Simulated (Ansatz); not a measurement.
The same path of CH₆GaNO (10 atoms, charge 0, multiplicity 1) was run twice with different band settings. Lost on the way: O3–H4. Made: N2–H4.

All numbers below come from Ansatz, RKS PBE/def2-SVP.

Relaxed end points:

```xyz
10
Properties=species:S:1:pos:R:3
Ga -0.247 -0.029 -0.220
N 0.254 1.652 -0.749
O -1.643 -0.783 -1.099
H -2.025 -0.200 -1.778
C 0.620 -1.102 1.175
H -0.263 2.230 -1.413
H 0.972 2.195 -0.266
H 0.766 -2.137 0.810
H -0.033 -1.146 2.070
H 1.599 -0.681 1.473
```

```xyz
10
Properties=species:S:1:pos:R:3
Ga -0.424 -0.799 -0.363
N -0.273 1.410 -0.830
O -1.409 -1.042 -1.718
H -0.877 1.184 -1.644
C 0.628 -1.127 1.260
H -0.751 2.114 -0.250
H 0.603 1.825 -1.175
H 0.501 -2.174 1.596
H 0.301 -0.446 2.070
H 1.701 -0.945 1.055
```

Common settings: spring 5.0 eV/Å²; optimiser quadratic models (default); start path through a guess of the saddle point; force threshold 0.03 eV/Å; iteration limit 60; end points relaxed.

| run | movable images | climbing image |
| --- | --- | --- |
| 1 | 7 | yes |
| 2 | 3 | no |

(1) What does each run give, and how far can it be trusted?

Answers

(1) Run 1: converged after 16 iterations, highest image 1.423 eV above the first end. A vibrational analysis at the climbing image gives one clearly imaginary mode, 1052i cm⁻¹: a first-order saddle point.
Run 2: converged after 12 iterations, highest image 1.231 eV above the first end. The top lies less than 8 meV above the higher end, about what the thresholds resolve: that end is a shoulder or a very shallow well. No image climbed, so the highest image needn't sit at the top of the path. So few images can step over the top or miss a turn of the path.
The orbitals stay closed-shell, which can raise the energy where a bond breaks towards radicals; this wasn't checked here.
